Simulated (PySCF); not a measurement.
**Electronic absorption of C5H9ClO2**

Compound: C₅H₉ClO₂.
Z-matrix (Å and degrees, PBE0-D3(BJ)/def2-SVP geometry), rows numbered from 1:
```
Cl
C   1  1.7820
C   2  1.5147  1  111.13
C   3  1.5231  2  114.57  1   -64.79
C   4  1.5198  3  108.73  2  -170.59
O   5  1.4085  4  110.33  3    52.84
C   6  1.3857  5  111.30  4   -57.00
O   7  1.3950  6  112.97  5    60.59
H   2  1.0987  1  108.17  3  -121.60
H   2  1.0978  1  108.20  3   120.53
H   3  1.1117  2  108.34  1    56.99
H   4  1.1025  3  108.65  2   -51.77
H   4  1.1000  3  110.46  2    66.85
H   5  1.1107  4  109.94  3   -68.44
H   5  1.0990  4  111.79  3   172.00
H   7  1.0980  6  107.71  5   178.73
H   7  1.1154  6  109.88  5   -61.61
```

Method: TDDFT CAM-B3LYP/def2-SVPD, vertical, gas phase, core orbitals frozen in the response (PySCF 2.14.0, density-fitted response routines).

| state | E (eV) | λ (nm) | ν̃ (cm⁻¹) | f | \|μ\| (D) | main configurations (H = HOMO, L = LUMO) |
| --- | --- | --- | --- | --- | --- | --- |
| S1 | 7.49 | 165.6 | 60390 | 0.0038 | 0.37 | H-2→L+1 (64%), H-2→L (18%) |
| S2 | 7.57 | 163.7 | 61080 | 0.0058 | 0.45 | H-3→L+1 (53%), H-3→L (15%) |
| S3 | 7.86 | 157.8 | 63350 | 0.0009 | 0.18 | H→L (68%) |
| S4 | 7.94 | 156.2 | 64010 | 0.021 | 0.84 | H-1→L (65%), H→L+1 (10%) |
| S5 | 8.28 | 149.8 | 66760 | 0.0059 | 0.43 | H→L+3 (28%), H→L+1 (18%), H-1→L+1 (17%) |
| S6 | 8.37 | 148.2 | 67490 | 0.035 | 1.04 | H→L+3 (29%), H-1→L+1 (17%), H→L+1 (12%) |

The lowest singlet lies at 7.49 eV (166 nm, vacuum ultraviolet) and is very weak; its leading configuration is HOMO-2→LUMO+1 (64%). The most intense listed level is S6 at 8.37 eV (148 nm, f = 0.035), 0.88 eV above S1. It is the last of those listed, so stronger ones may follow. Löwdin shares by element: HOMO oxygen 62%, carbon 18% or more (atoms not listed hold the other 19%); LUMO carbon 20% or more, chlorine 13%, oxygen 8% or more (atoms not listed hold the other 59%). The listed states span 0.88 eV, and the widest gap between neighbours is 0.34 eV (S4 to S5). Of the 6 states listed, 2 reach f = 0.01 and none stays under 0.0005. The oscillator strengths of these states sum to 0.072; summed over the whole spectrum of an exact calculation they would give the number of electrons, 72 (Thomas–Reiche–Kuhn). Only the lowest 6 singlets were computed, as vertical energies without vibronic structure.

One conformer stands for the species.
